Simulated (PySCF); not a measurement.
## Running PySCF for GeH⁺

File input.py (PySCF 2.14):

```python
from pyscf import gto, scf, cc

mol = gto.M(
    atom='Ge 0 0 0; H 0 0 1.58',
    basis='x2c-svpall',
    charge=1,
    spin=0,
    symmetry=True,
    verbose=3,
)
mf = scf.RHF(mol)
mf = mf.sfx2c1e()
mf.kernel()
mycc = cc.CCSD(mf, frozen=9)
mycc.kernel()
e = mycc.eeccsd(nroots=8)[0]
print('roots (eV) =', (e*27.211386).round(3))
mf.dip_moment()
print('orbital energies (hartree):', mf.mo_energy[..., max(0, mol.nelec[1]-3):mol.nelec[0]+3].round(4))
```

```bash
$ python input.py
```

Output:

```
converged SCF energy = -2097.00017656342
E(CCSD) = -2097.197933422121  E_corr = -0.1977568587039269
roots (eV) = [2.36  2.36  2.36  2.36  2.36  2.36  3.394 3.394]
Dipole moment(X, Y, Z, Debye): -0.00000,  0.00000,  0.64535
orbital energies (hartree): [-1.9259 -0.9272 -0.6484 -0.25   -0.25   -0.0559]
```

In short: E(SCF) = -2097.000177 Eh, E(CCSD) − E(SCF) = -0.19776 Eh, excitation roots 2.360, 2.360, 2.360, 2.360, 2.360, 2.360, 3.394, 3.394 eV.

Wall time 1.8 s on one thread of a shared host.

Stability towards an unrestricted solution was not tested. The bond length is a typed value, not an optimised one. The dipole of an ion depends on the origin.
